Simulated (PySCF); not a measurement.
4-fluoro-1,3-thiazole (C3H2FNS), SMILES c1(F)cscn1. Atoms are numbered in the order given.

```xyz
8

F     -0.2028     2.2903     0.0000
C     -0.0423     0.9767     0.0000
C     -1.0846     0.0804     0.0000
S     -0.4260    -1.5105     0.0000
C      1.1694    -0.8252     0.0000
N      1.2127     0.4789     0.0000
H     -2.1541     0.2815     0.0000
H      2.0523    -1.4691     0.0000
```
Charge 0, spin multiplicity 1.

The structure is a stationary point at r2SCAN-D4/def2-SVP.

Two levels are set side by side: PBE/pcSseg-1 (PySCF) and HF/pcSseg-1 (PySCF). GIAO shifts against CFCl3 (¹⁹F), H2S (³³S), NH3 (¹⁵N), TMS (¹H), TMS (¹³C) at the same level; non-relativistic, no solvent, atoms listed together averaged. Differences are taken from unrounded values.

| quantity | HF |
|---|---|
| δ(¹⁹F) of F1 (ppm) | -89.2 |
| δ(¹³C) of C2 (ppm) | 170.8 |
| δ(¹³C) of C3 (ppm) | 102.5 |
| δ(³³S) of S4 (ppm) | 429.6 |
| δ(¹³C) of C5 (ppm) | 174.2 |
| δ(¹⁵N) of N6 (ppm) | 353.9 |
| δ(¹H) of H7 (ppm) | 6.86 |
| δ(¹H) of H8 (ppm) | 9.15 |

What does PBE give, and how far is it from HF? (The exact figures need the calculation; the answer reports its results.)


```tsv
quantity	PBE	PBE minus HF
δ(¹⁹F) of F1 (ppm)	-132.8	-43.6
δ(¹³C) of C2 (ppm)	172.9	2.1
δ(¹³C) of C3 (ppm)	102.0	-0.5
δ(³³S) of S4 (ppm)	509.4	79.8
δ(¹³C) of C5 (ppm)	151.9	-22.3
δ(¹⁵N) of N6 (ppm)	340.2	-13.7
δ(¹H) of H7 (ppm)	6.57	-0.29
δ(¹H) of H8 (ppm)	8.26	-0.89
```

Rough cost on one machine, each run with all the roots and properties that it gave: HF against PBE within a factor of 2.
